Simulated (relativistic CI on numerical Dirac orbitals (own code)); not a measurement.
Electric-dipole transitions in Re LVII

Method of calculation: Dirac-Coulomb-Breit CI, separate exchange-only KLI orbitals for each configuration, QED by a radiative potential, unscaled Slater integrals (own radial code, finite nucleus).

CI space (outside the closed core [Ne]): 3s2 3p6 3d, 3s2 3p5 3d2, 3s 3p6 3d2, 3s2 3p6 4s, 3s2 3p6 4p, 3s2 3p6 4d, 3s2 3p5 3d 4s, 3s2 3p6 4f, 3s2 3p5 3d 4p, 3p6 3d3, 3p5 3d4, 3p5 3d3 4s. Double excitations out of closed p, d and f shells are left out; levels of such configurations are missing from the list, as are those of other unlisted configurations, and high levels can miss mixing partners. These lack a partner that the ground configuration has and come out too high: 3s2 3p5 3d 4p.

```csv
λ vac (nm),Lower,Upper,A (s⁻¹),gf,Branching (%)
1.8288,3s2 3p6 3d 2D_3/2 [1],3s2 3p5 3d2 2D°_3/2 [34],7.22e+12,1.45e+00,99.8
1.8375,3s2 3p6 3d 2D_5/2 [2],3s2 3p5 3d2 2P°_3/2 [42],4.87e+12,9.86e-01,99.8
1.8393,3s2 3p6 3d 2D_3/2 [1],3s2 3p5 3d2 2P°_1/2 [33],3.72e+12,3.77e-01,100.0
1.8592,3s2 3p6 3d 2D_5/2 [2],3s2 3p5 3d2 2F°_7/2 [41],3.87e+12,1.60e+00,100.0
1.8630,3s2 3p6 3d 2D_5/2 [2],3s2 3p5 3d2 2D°_5/2 [40],4.88e+12,1.52e+00,99.9
1.9684,3s2 3p6 3d 2D_3/2 [1],3s2 3p5 3d2 4G°_5/2 [32],1.10e+12,3.83e-01,99.9
2.0539,3s2 3p5 3d2 4D°_5/2 [8],3s 3p6 3d2 4F_5/2 [52],9.57e+11,3.63e-01,18.7
2.0613,3s2 3p5 3d2 2G°_7/2 [14],3s 3p6 3d2 2F_5/2 [55],1.59e+12,6.08e-01,31.1
2.0685,3s2 3p5 3d2 2H°_11/2 [13],3s 3p6 3d2 2G_9/2 [54],3.12e+12,2.00e+00,60.1
2.0736,3s2 3p5 3d2 4F°_5/2 [5],3s 3p6 3d2 4F_5/2 [49],1.34e+12,5.19e-01,25.6
2.0777,3s2 3p5 3d2 4G°_11/2 [23],3s 3p6 3d2 4F_9/2 [59],3.08e+12,2.00e+00,60.0
2.0810,3s2 3p5 3d2 4F°_7/2 [10],3s 3p6 3d2 4F_5/2 [52],1.99e+12,7.77e-01,38.9
2.0818,3s2 3p5 3d2 4D°_3/2 [3],3s 3p6 3d2 4F_3/2 [48],1.88e+12,4.88e-01,36.4
2.0825,3s2 3p5 3d2 2G°_7/2 [6],3s 3p6 3d2 4F_5/2 [49],3.35e+12,1.31e+00,64.0
2.0839,3s2 3p5 3d2 2F°_7/2 [26],3s 3p6 3d2 2D_5/2 [60],2.99e+12,1.17e+00,58.6
2.0878,3s2 3p5 3d2 4G°_9/2 [9],3s 3p6 3d2 4F_7/2 [51],3.03e+12,1.59e+00,58.6
2.0890,3s2 3p5 3d2 4D°_1/2 [4],3s 3p6 3d2 4F_3/2 [48],1.23e+12,3.22e-01,23.8
2.0919,3s2 3p5 3d2 2P°_3/2 [7],3s 3p6 3d2 4P_1/2 [50],4.59e+12,6.02e-01,88.0
2.0982,3s2 3p5 3d2 2G°_9/2 [18],3s 3p6 3d2 2G_7/2 [56],1.32e+12,6.98e-01,26.2
2.0990,3s2 3p5 3d2 4F°_7/2 [10],3s 3p6 3d2 4F_7/2 [51],9.72e+11,5.14e-01,18.8
2.1075,3s2 3p5 3d2 4F°_5/2 [5],3s 3p6 3d2 4F_3/2 [48],1.72e+12,4.57e-01,33.2
2.1169,3s2 3p5 3d2 4F°_9/2 [25],3s 3p6 3d2 4F_9/2 [59],1.43e+12,9.63e-01,27.9
2.1326,3s2 3p5 3d2 2G°_9/2 [18],3s 3p6 3d2 2G_9/2 [54],1.36e+12,9.24e-01,26.1
2.1986,3s2 3p5 3d2 2F°_5/2 [21],3s 3p6 3d2 2G_7/2 [56],1.28e+12,7.43e-01,25.4
3.0876,3s2 3p6 3d 2D_3/2 [1],3s2 3p5 3d2 2P°_1/2 [22],1.38e+12,3.94e-01,100.0
3.1164,3s2 3p6 3d 2D_5/2 [2],3s2 3p5 3d2 2P°_3/2 [31],1.11e+12,6.46e-01,100.0
3.1383,3s2 3p6 3d 2D_5/2 [2],3s2 3p5 3d2 2D°_5/2 [30],1.36e+12,1.21e+00,97.5
3.1417,3s2 3p6 3d 2D_3/2 [1],3s2 3p5 3d2 2F°_5/2 [21],1.28e+12,1.13e+00,99.8
3.2067,3s2 3p6 3d 2D_3/2 [1],3s2 3p5 3d2 2D°_3/2 [20],9.25e+11,5.71e-01,99.8
3.2925,3s2 3p6 3d 2D_5/2 [2],3s2 3p5 3d2 2F°_7/2 [28],4.16e+11,5.41e-01,100.0
```

Terms are leading LS components. Brackets give the number of a level in order of energy, since labels repeat. The list gives strong lines, with weight on those to low levels, without lines whose two gauges differ by over a factor of 2.5, among the lowest 200 of 570 levels, so that lines to higher ones, which can be the strongest, are missing. Levels whose partners in the same complex of configurations lie outside the list can be far off, and so can their lines. Rates are taken at the computed energies, electric ones in the length gauge.

At this charge energies of transitions that change n are usually good to better than 1 %, and those within a shell (Δn = 0) to a few per cent.

LS names give the leading component of a level, which can be under half, so a name can repeat, a term be missing and a line seem to break the LS rules.
